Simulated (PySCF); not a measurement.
**Radial density of Fe (iron, neutral)**

UHF, [Ar] 3d8, high-spin 3F determinant (an excited configuration). All numbers are calculated (PySCF 2.14, scalar relativity by spin-free X2C-1e, in x2c-QZVPPall (11s7p5d4f2g, 103 functions)).

```json
{"r (bohr)": "0.000818", "4πr²ρ (e/bohr)": "0.1403", "4πr²(ρα − ρβ)": "0.0000"}
{"r (bohr)": "0.00138", "4πr²ρ (e/bohr)": "0.3620", "4πr²(ρα − ρβ)": "0.0000"}
{"r (bohr)": "0.00231", "4πr²ρ (e/bohr)": "0.9160", "4πr²(ρα − ρβ)": "-0.0001"}
{"r (bohr)": "0.00389", "4πr²ρ (e/bohr)": "2.251", "4πr²(ρα − ρβ)": "-0.0001"}
{"r (bohr)": "0.00655", "4πr²ρ (e/bohr)": "5.262", "4πr²(ρα − ρβ)": "-0.0003"}
{"r (bohr)": "0.0110", "4πr²ρ (e/bohr)": "11.27", "4πr²(ρα − ρβ)": "-0.0007"}
{"r (bohr)": "0.0185", "4πr²ρ (e/bohr)": "20.78", "4πr²(ρα − ρβ)": "-0.0012"}
{"r (bohr)": "0.0311", "4πr²ρ (e/bohr)": "29.91", "4πr²(ρα − ρβ)": "-0.0017"}
{"r (bohr)": "0.0524", "4πr²ρ (e/bohr)": "29.80", "4πr²(ρα − ρβ)": "-0.0015"}
{"r (bohr)": "0.0881", "4πr²ρ (e/bohr)": "24.20", "4πr²(ρα − ρβ)": "0.0027"}
{"r (bohr)": "0.148", "4πr²ρ (e/bohr)": "32.11", "4πr²(ρα − ρβ)": "0.0503"}
{"r (bohr)": "0.249", "4πr²ρ (e/bohr)": "29.48", "4πr²(ρα − ρβ)": "0.3430"}
{"r (bohr)": "0.419", "4πr²ρ (e/bohr)": "13.00", "4πr²(ρα − ρβ)": "1.2010"}
{"r (bohr)": "0.705", "4πr²ρ (e/bohr)": "16.91", "4πr²(ρα − ρβ)": "1.9586"}
{"r (bohr)": "1.19", "4πr²ρ (e/bohr)": "8.595", "4πr²(ρα − ρβ)": "1.2818"}
{"r (bohr)": "2.00", "4πr²ρ (e/bohr)": "1.870", "4πr²(ρα − ρβ)": "0.2966"}
{"r (bohr)": "3.36", "4πr²ρ (e/bohr)": "0.3537", "4πr²(ρα − ρβ)": "-0.0361"}
{"r (bohr)": "5.65", "4πr²ρ (e/bohr)": "0.03798", "4πr²(ρα − ρβ)": "-0.0214"}
{"r (bohr)": "9.50", "4πr²ρ (e/bohr)": "0.0003101", "4πr²(ρα − ρβ)": "-0.0002"}
```

Densities and radii are taken from the X2C orbitals without a picture-change correction, which distorts them close to the nucleus.

⟨S²⟩ = 2.07 against 2.00 shows spin contamination.

Question: Where is the radial spin density 4πr²(ρα − ρβ) most negative, and why is it negative at all?

Answer: Around r = 3.36 bohr, down to -0.0361 e/bohr: exchange with the open shell polarises the paired shells in an unrestricted calculation.
